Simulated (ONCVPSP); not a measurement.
Pr ONCV: all-electron and pseudo phase curves

praseodymium, optimised norm-conserving Vanderbilt (ONCV), made with ONCVPSP 4.0.1 (LDA (Perdew-Wang 92), scalar-relativistic). Core [Kr] 4d10, reference 4f3 5s2 5p6 6s2. Waves: 5s+6s: rc 2.45 bohr, ncon 4, nbas 7, qcut 3.8 1/bohr, 2 projectors; 5p: rc 2.35 bohr, ncon 4, nbas 9, qcut 6.9 1/bohr, 3 projectors, debl 2.4 Ha; d scattering state at 0.29 Ha: rc 2.30 bohr, ncon 5, nbas 8, qcut 4.5 1/bohr, 2 projectors, debl 2.4 Ha; 4f: rc 1.10 bohr, ncon 4, nbas 8, qcut 16.6 1/bohr, 3 projectors, debl 3.1 Ha. Local part: polynomial inside 1.00 bohr (lpopt 3, dvloc0 4 Ha). Core correction: Teter function, parameters optimised by the program.

In the d channel the program set the typed energies aside and used 0.050, 2.450 Ha.

The phase is arctan(r·R′/R) of the radial function R(r), unwrapped; energies in Ha, scanned from -3 to 5 Ha. A pole is an energy at which the radial function vanishes at the test radius. The pseudo phase is shifted by a multiple of π to meet the all-electron one at the reference energy, and phase errors are pseudo minus all-electron; the curves can meet again beyond the range given. Levels narrower than the energy grid can be missing from the lists of poles. Where the grid stepped over a known ghost or core level, its pole and its step of π were put in at the level’s energy.

```tsv
channel	radius (bohr)	reference energy (Ha)	poles, all-electron	poles, pseudo	unbroken range about the reference energy with phases within 0.05 rad	phase error 1 Ha above the reference energy (rad)
s	2.49	-0.13	-1.26, 2.93	-1.26, -1.18, 2.91	-1.2 to 4.4	+0.003
p	2.39	-0.79	-0.34, 4.33	-0.34, 4.33	the whole range	-0.000
d	2.34	0.05	1.11	1.11	the whole range	-0.000
f	1.12	-0.05	1.86	1.86	the whole range	-0.000
```

Note: ghosts flagged at negative energy: s at -32.0 eV; GHOST(+) flagged for p at 235.3 eV, p at 249.8 eV. A true bound ghost makes a file unfit for plane-wave use.

Phases in the s channel:

```json
{"E (Ha)": "-2.98", "all-electron": "1.320", "pseudo": "4.461"}
{"E (Ha)": "-2.54", "all-electron": "1.266", "pseudo": "4.407"}
{"E (Ha)": "-2.10", "all-electron": "1.134", "pseudo": "4.275"}
{"E (Ha)": "-1.66", "all-electron": "-0.081", "pseudo": "3.057"}
{"E (Ha)": "-1.22", "all-electron": "-1.598", "pseudo": "1.541"}
{"E (Ha)": "-0.78", "all-electron": "-1.789", "pseudo": "-1.789"}
{"E (Ha)": "-0.34", "all-electron": "-1.960", "pseudo": "-1.960"}
{"E (Ha)": "0.10", "all-electron": "-2.330", "pseudo": "-2.330"}
{"E (Ha)": "0.54", "all-electron": "-3.450", "pseudo": "-3.447"}
{"E (Ha)": "0.98", "all-electron": "-4.238", "pseudo": "-4.236"}
{"E (Ha)": "1.42", "all-electron": "-4.476", "pseudo": "-4.475"}
{"E (Ha)": "1.86", "all-electron": "-4.584", "pseudo": "-4.583"}
{"E (Ha)": "2.30", "all-electron": "-4.648", "pseudo": "-4.648"}
{"E (Ha)": "2.74", "all-electron": "-4.694", "pseudo": "-4.696"}
{"E (Ha)": "3.18", "all-electron": "-4.734", "pseudo": "-4.738"}
{"E (Ha)": "3.62", "all-electron": "-4.774", "pseudo": "-4.782"}
{"E (Ha)": "4.06", "all-electron": "-4.821", "pseudo": "-4.843"}
{"E (Ha)": "4.50", "all-electron": "-4.890", "pseudo": "-4.957"}
{"E (Ha)": "4.94", "all-electron": "-5.026", "pseudo": "-5.406"}
```
